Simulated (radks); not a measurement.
Task: The bismuth ion Bi50+, configuration [Ar] 3d10 4s2 4p3. Method: Dirac Kohn-Sham, exchange-only PBE, spin-unpolarised, spherical densities, finite nucleus; open shells fill j = l - 1/2 first; Fermi nuclear charge, rms radius 5.5211 fm; computed with a radial shooting solver on a logarithmic mesh with Libxc functionals.

Spin-orbit splittings of the eigenvalues, e(l+1/2) - e(l-1/2), with zeta = 2 splitting/(2l+1) and mean radii in bohr:

| shell | occ. | splitting (eV) | zeta (eV) | <r> j=l-1/2 | <r> j=l+1/2 |
|---|---|---|---|---|---|
| 2p | 6 | 2326 | 1551 | 0.05380 | 0.06280 |
| 3p | 6 | 540.9 | 360.6 | 0.1587 | 0.1741 |
| 3d | 10 | 116.3 | 46.53 | 0.1506 | 0.1553 |
| 4p | 3 | ? | ? | 0.3310 | 0.3530 |

Estimate the 4p splitting.

Result: 181.7 eV (zeta = 121.2 eV).
